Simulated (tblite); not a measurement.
Compound: C7H13O2P.
Cartesian coordinates in Å at the GFN2-xTB level; atoms count from 1:
```xyz
23
C7H13O2P angstrom
C     -3.0000   -0.6398    0.8789
C     -2.0499    0.4478    0.4026
P     -1.1059   -0.1625   -1.0556
O     -1.9428   -0.7092   -2.1290
C      0.0763    1.1846   -1.4933
C      1.2483    0.9236   -0.5990
C      1.3219   -0.2923   -0.0602
O      2.2711   -0.7941    0.7723
C      3.3414    0.0529    1.1182
C      0.2244   -1.2593   -0.3960
H     -2.4485   -1.4881    1.2795
H     -3.5960   -0.9912    0.0387
H     -3.6679   -0.2639    1.6517
H     -1.3622    0.7606    1.1884
H     -2.6149    1.3200    0.0617
H     -0.3481    2.1807   -1.3514
H      0.3341    1.0792   -2.5526
H      1.9778    1.7016   -0.4482
H      3.9930   -0.5341    1.7630
H      2.9875    0.9362    1.6595
H      3.8952    0.3740    0.2305
H      0.5272   -1.9456   -1.1916
H     -0.0667   -1.8540    0.4696
```

Computed with GFN2-xTB (tblite): harmonic, unscaled wavenumbers at the GFN2-xTB geometry, gas phase. This tight-binding method is rough: wavenumbers can miss measured ones by several per cent, in bad cases by 10 to 20. One conformer, not necessarily the lowest.

Harmonic wavenumbers (cm⁻¹): 38.2, 76.2, 124.8, 134.2, 177.4, 199.7, 210.5, 240.0, 244.0, 281.3, 301.6, 360.9, 395.8, 468.0, 492.7, 602.5, 650.1, 724.8, 745.6, 754.5, 769.9, 789.2, 843.3, 889.6, 968.0, 1001.7, 1028.1, 1040.2, 1059.5, 1068.1, 1079.6, 1123.6, 1147.5, 1154.4, 1196.4, 1213.8, 1231.0, 1249.1, 1282.6, 1288.1, 1399.0, 1404.9, 1415.4, 1430.0, 1436.1, 1464.7, 1483.2, 1488.9, 1493.9, 1710.9, 2913.0, 2932.6, 2940.3, 2943.5, 2948.9, 2958.3, 2980.5, 2985.8, 3022.2, 3027.3, 3029.0, 3035.5, 3111.2.

A = 2084, B = 709.6, C = 641.1 MHz; mass 160.065 u (most abundant isotopes); point group C1, symmetry number 1.

Problem. Zero-point energy?

Solution. ½Σν̃ = 41101 cm⁻¹ = 117.51 kcal/mol.

Problem. Give the ideal-gas entropy at 298.15 K and 1 bar in the rigid-rotor, harmonic-oscillator model (classical rotation).

Solution. Translation 41.15, rotation 30.21, vibration 35.25: S = 106.6 cal/(mol K).

Problem. And Cp and H(298.15 K) − H(0)?

Solution. Cp = 45.57 cal/(mol K), of which vibrations give 37.62 (their classical limit is 63 R = 125.2); H(298.15 K) − H(0) = 8.03 kcal/mol without the zero-point energy, 5.66 from vibrations.

Problem. What must be added to the electronic energy to get the Gibbs energy at 298.15 K and 1 bar?

Solution. ZPE + [H(298.15 K) − H(0)] − T·S = 117.51 + 8.03 − 31.78 = 93.76 kcal/mol.

Problem. How do the functions run with temperature in this model?

Solution. 
```csv
T (K),S (cal/(mol K)),Cp (cal/(mol K)),H − H(0) (kcal/mol),G − H(0) (kcal/mol),ln q(vib)
50,60.5,13.5,0.51,-2.52,0.59
100,72.3,21.3,1.38,-5.85,1.90
373.15,117.8,54.7,11.79,-32.18,10.59
500,135.8,68.3,19.62,-48.28,14.61
750,167.4,87.3,39.24,-86.28,22.29
1000,194.3,99.7,62.72,-131.57,29.46
```

q(vib) and H(0) count from the zero-point level.

Problem. Blend soft modes into free rotors: weight 1/[1 + (100 cm⁻¹/ν̃)⁴] for the oscillator and the rest for a rotor with moment μB/(μ + B), μ = h/(8π²ν), B = 10⁻⁴⁴ kg m². What vibrational entropy results?

Solution. 32.94 cal/(mol K) in place of 35.25, which changes −T·S at 298.15 K by +0.69 kcal/mol.

Problem. Which modes carry the vibrational entropy at 298.15 K?

Solution. 38.2 cm⁻¹: 5.35; 76.2 cm⁻¹: 3.99; 124.8 cm⁻¹: 3.02; 134.2 cm⁻¹: 2.88; 177.4 cm⁻¹: 2.36; 199.7 cm⁻¹: 2.14 cal/(mol K); the other 57 give 15.52 together.

Hindered rotation and anharmonicity are outside this model. Other conformers, if any are populated, would add a mixing term that is left out. The structure is chiral; the term R ln 2 for an equal mix with its mirror image is left out.

Run on x86-64 server, one thread, no GPU (shared host). This covers the Hessian and the dipole derivatives.
